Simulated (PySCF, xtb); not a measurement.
C3H6BFN2, SMILES FB1N(C)CN=C1.

GFN2-xTB in xtb at its own geometry gives an orbital gap of 3.05 eV and a dipole moment of 2.71 D.

Coordinates come from a B3LYP-D3(BJ)/def2-SVP optimisation. This is a generated structure with no PubChem entry under its InChIKey; it may be hypothetical. One conformer was computed; it need not be the lowest.

Question: What does PySCF with PBE0/def2-TZVP give? (The exact figures need the calculation; the answer reports its results.)

Answer: gap 6.40 eV (levels -7.50 and -1.11 eV), dipole 2.27 D.
